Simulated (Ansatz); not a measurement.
## Ligand exchange: C2H7Al + C5H10S → C2H7AlS + C5H10

Species: C2H7Al `C[CH2][AlH2]`, singlet; C5H10S `SC1CCCC1`, singlet; C2H7AlS `C[CH2][AlH][SH]`, singlet; C5H10 (cyclopentane) `C1CCCC1`, singlet. The partners trade H for SH: Al–H and C–SH bonds give way to Al–SH and C–H.

Shapes, held fixed at every level: PBE0-D4/def2-TZVP. Flexible molecules stand in one conformer, not always the lowest. Programs: Ansatz 0.2.0. Electronic energies: no zero-point or thermal term.

| level | kind | ΔE (kJ/mol) | less CCSD(T)/CBS estimate |
| --- | --- | --- | --- |
| SPW92/def2-TZVPP | LDA | -167.0 | +2.9 |
| B3LYP-D4/def2-TZVPP | global hybrid | -168.6 | +1.3 |
| PBE0-D4/def2-TZVPP | global hybrid | -171.1 | -1.2 |
| B2PLYP/def2-TZVPP | double hybrid | -171.8 | -1.9 |
| MP2/def2-SVP | perturbation theory | -165.2 | +4.7 |
| MP2/def2-TZVPP | perturbation theory | -169.8 | +0.1 |
| CCSD/def2-TZVPP | coupled cluster or CI | -170.3 | -0.4 |
| CCSD(T)/CBS estimate | coupled cluster or CI | -169.9 | 0.0 |

The highest level, CCSD(T)/CBS estimate, gives ΔE = -169.9 kJ/mol; the levels span -171.8 to -165.2. The column of differences is taken from that level and isn't an error. No measured value is set beside it here. The CBS estimate extrapolates MP2 from def2-TZVPP and def2-QZVPP and adds CCSD(T) − MP2 in the triple-zeta set, cores frozen.
